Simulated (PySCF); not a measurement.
Problem. Write Cartesian coordinates for 1,1-dichloropentane (`CCCCC(Cl)Cl`) as optimised with PBE0-D3(BJ)/def2-SVP.

Solution. 
```xyz
17
C5H10Cl2 angstrom
C     -2.8710    0.4220    0.4116
C     -1.6230   -0.1644   -0.2275
C     -0.3334    0.3437    0.4032
C      0.9098   -0.2409   -0.2496
C      2.2085    0.2252    0.3703
Cl     3.5915   -0.6333   -0.3555
Cl     2.4207    1.9901    0.1973
H     -3.7869    0.0433   -0.0663
H     -2.9271    0.1719    1.4833
H     -2.8820    1.5206    0.3301
H     -1.6529   -1.2664   -0.1618
H     -1.6120    0.0698   -1.3064
H     -0.2954    1.4437    0.3362
H     -0.3317    0.1034    1.4820
H      0.8981   -1.3411   -0.1734
H      0.9381    0.0006   -1.3249
H      2.2489    0.0214    1.4478
```

Orientation and origin are arbitrary. Atoms count from 1 in this order. Of the pairs four or more bonds apart, Cl7···H13 is among the closest relative to their van der Waals radii: 2.77 Å, 94 % of the sum of Bondi's values.

Bonds between heavy atoms (Å): C1–C2 1.520, C2–C3 1.523, C3–C4 1.521, C4–C5 1.513, C5–Cl6 1.782, C5–Cl7 1.786.

Method: PBE0-D3(BJ)/def2-SVP geometry optimisation, gas phase (PySCF 2.14.0).

Point group: C1 (no symmetry element, even within 0.4 Å). Not checked by PBE0-D3(BJ)/def2-SVP frequencies. One conformer, not necessarily the lowest (C1–C2–C3–C4 180°, C2–C3–C4–C5 -179°, C3–C4–C5–Cl6 174°).
